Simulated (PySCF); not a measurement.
# Calculated NMR data

PySCF 2.14 calculation with GIAO PBE0/pcSseg-1 shieldings and GFN2-xTB geometry; one averaged value for each set of equivalent atoms, single conformer, non-relativistic Hamiltonian, in vacuum.

Chemical shifts δ = σref − σ; ¹H, ¹³C vs TMS, all at this level. Where no couplings were computed, multiplicities follow the n + 1 count of equivalent neighbours, and m marks all less simple cases (inequivalent or close neighbours, rings, F or P nearby). Shifts are as computed. Against solution values, carbons near 30 ppm lie about +3 ppm off and those near 130 ppm about +5 ppm. Of 1211 compounds with measured shifts, 218 miss one by over three times the rms of a fit or turn the order of signals round; such compounds aren't used in these exercises. OH and NH positions are gas-phase values without hydrogen bonding to other molecules.

Compound 1 (C7H9NOSi). ¹H NMR (400 MHz, computed): δ 7.52 (s, 1H), 5.83 (br s, 1H), 5.67 (m, 1H), 5.63 (m, 1H), 5.37 (br s, 1H), 5.35 (s, 2H), 0.47 (br s, 2H). ¹³C{¹H} NMR (computed): δ 231.4 (C), 158.6 (CH), 157.2 (C), 155.4 (C), 149.8 (C), 114.0 (CH2), 107.3 (CH2). Structure: SMILES C1(=C)C=C(C(=O)[SiH2]N)C1=C.

Compound 2 (C7H18OSi). ¹H NMR (400 MHz, computed): δ 4.69 (s, 2H), 4.12 (sept, 1H), 1.28 (d, 6H), 1.01 (s, 9H). ¹³C{¹H} NMR (computed): δ 69.9, 27.6, 27.2, 20.7. Structure: `InChI=1S/C7H18OSi/c1-6(2)8-9-7(3,4)5/h6H,9H2,1-5H3`.
